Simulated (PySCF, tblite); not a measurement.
C₅H₅N₃OSi.
Cartesian coordinates in Å at the GFN2-xTB level; atoms count from 1:
```
atom  x, y, z in Å
C1    -2.062   -0.970    0.115
C2    -1.325    0.285   -0.226
C3    -2.141    1.319   -0.787
N4    -2.809    2.132   -1.238
N5    -0.094    0.522   -0.077
Si6    1.320   -0.260    0.454
C7     1.962    0.943    1.730
N8     2.373    1.652    2.528
C9     2.481   -0.088   -1.071
O10    3.223   -0.963   -1.424
H11   -2.506   -1.391   -0.787
H12   -1.389   -1.694    0.567
H13   -2.875   -0.742    0.804
H14    1.381   -1.613    1.006
H15    2.457    0.876   -1.617
```

Theory: PBE0/pcSseg-1 in PySCF (dipole) on a GFN2-xTB geometry, gas phase.

Take the most abundant isotopes and a rigid rotor. The values belong to one conformer with, in the numbering `[CH3:1]/[C:2]([C:3]#[N:4])=[N:5]\[Si@H:6]([C:7]#[N:8])[CH:9]=[O:10]`, C2–N5–Si6–C7 -127°, N5–Si6–C9–O10 -141°.

Q: Give the principal moments of inertia and the rotational constants in MHz.

A: Ia = 333.71, Ib = 787.18, Ic = 915.85 u·Å²; 505379 MHz·u·Å²/I gives A = 1514, B = 642.0, C = 551.8 MHz.

Q: What kind of rotor is it?

A: An asymmetric top: κ = (2 × 642.0 − 1514 − 551.8)/(1514 − 551.8) = -0.81.

Q: Is it planar, by Δ = Ic − Ia − Ib?

A: Not planar: Δ = Ic − Ia − Ib = -205.04 u·Å². For a rigid frame Δ = −2 Σ m c², so Σ m c² = 102.52 u·Å² lies off the ab plane: 19.80 from hydrogen and 82.72 from heavier atoms. The atom farthest from that plane is 2.38 Å away.

Q: Where do the levels up to J = 2 lie, in MHz?

A: Above 0(0,0):
J = 1: 1(0,1) 1194, 1(1,1) 2066, 1(1,0) 2156
J = 2: 2(0,2) 3575, 2(1,2) 4364, 2(1,1) 4634, 2(2,1) 7252, 2(2,0) 7258

Q: Which lines would a microwave search look for?

A: The dipole components are |μa| = 2.02 D, |μb| = 2.48 D, |μc| = 3.92 D. Intensities carry the squares of the components, which stand as 0.27 : 0.40 : 1.00 (a : b : c). Some lines, for components of 0.1 D or more:

```csv
type,branch,"J(Ka,Kc)",MHz,lower level (cm⁻¹)
c,Q,"3(1,3) ← 3(0,3)",676,0.238
c,Q,"1(1,1) ← 1(0,1)",872,0.040
b,Q,"2(1,1) ← 2(0,2)",1059,0.119
b,Q,"4(2,2) ← 4(1,3)",2412,0.443
a,R,"3(1,2) ← 2(1,1)",3712,0.155
b,R,"3(1,3) ← 2(0,2)",4231,0.119
b,R,"2(2,1) ← 1(1,0)",5095,0.072
a,R,"5(3,2) ← 4(3,1)",5995,0.674
c,R,"4(1,3) ← 3(0,3)",6158,0.238
c,Q,"4(4,1) ← 4(3,1)",6409,0.674
b,Q,"4(4,0) ← 4(3,1)",6409,0.674
c,R,"3(2,2) ← 2(1,2)",6469,0.146
c,R,"3(3,1) ← 2(2,1)",8173,0.242
c,R,"5(2,3) ← 4(1,3)",8490,0.443
b,R,"4(3,2) ← 3(2,1)",9346,0.362
b,R,"5(3,3) ← 4(2,2)",10501,0.524
c,R,"5(3,3) ← 4(2,3)",10598,0.520
b,R,"4(4,0) ← 3(3,1)",11199,0.515
```

Its GFN2-xTB frequencies are all real (lowest 30 cm⁻¹). Zero-point vibration and centrifugal distortion are left out. A rigid rotor knows nothing of internal rotation, which can split or shift real lines. Quadrupole hyperfine structure (14N) is left out.
